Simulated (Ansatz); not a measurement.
Start from `C[Se][Ti]([OH])([F])[Cl]` and change one atom or group to get `[NH2][Ti]([OH])([F])[Cl]`.

Ansatz, PBE0-D4/def2-TZVP geometries, multiplicity 1. Each molecule was computed in one conformer, which needn't be the lowest.

Scalar relativity is left out up to krypton.

```csv
property,`C[Se][Ti]([OH])([F])[Cl]`
HOMO energy (PBE/def2-TZVPP) / eV,-5.96
size of the dipole moment (B3LYP/def2-TZVPP) / D,1.59
size of the dipole moment (ωB97M-V/def2-TZVPP) / D,1.62
size of the dipole moment (PBE/def2-TZVPP) / D,1.61
HOMO energy (ωB97M-V/def2-TZVPP) / eV,-9.12
HOMO–LUMO gap (ωB97M-V/def2-TZVPP) / eV,8.67
```

**Question.** What does the change do to each property? (An estimate is asked.)

**Answer.** Ansatz gave: 
```json
{"property": "HOMO energy (PBE/def2-TZVPP) / eV", "`[NH2][Ti]([OH])([F])[Cl]`": "-6.69", "shift": "-0.73"}
{"property": "size of the dipole moment (B3LYP/def2-TZVPP) / D", "`[NH2][Ti]([OH])([F])[Cl]`": "2.81", "shift": "1.22"}
{"property": "size of the dipole moment (ωB97M-V/def2-TZVPP) / D", "`[NH2][Ti]([OH])([F])[Cl]`": "2.85", "shift": "1.23"}
{"property": "size of the dipole moment (PBE/def2-TZVPP) / D", "`[NH2][Ti]([OH])([F])[Cl]`": "2.79", "shift": "1.18"}
{"property": "HOMO energy (ωB97M-V/def2-TZVPP) / eV", "`[NH2][Ti]([OH])([F])[Cl]`": "-10.39", "shift": "-1.27"}
{"property": "HOMO–LUMO gap (ωB97M-V/def2-TZVPP) / eV", "`[NH2][Ti]([OH])([F])[Cl]`": "10.47", "shift": "1.80"}
```

With PBE0 the HOMO falls by 1.04 eV and the LUMO rises by 0.37 eV, so the gap widens by about 1.41 eV. PBE moves the HOMO by -0.73 eV and ωB97M-V by -1.27 eV. Dipoles are sizes alone; their direction can turn.

B3LYP here is the variant with VWN-RPA as its local correlation; programs differ in this.

Spin–orbit coupling is left out; it splits and shifts lone-pair levels of the heavy atoms by tenths of an eV.
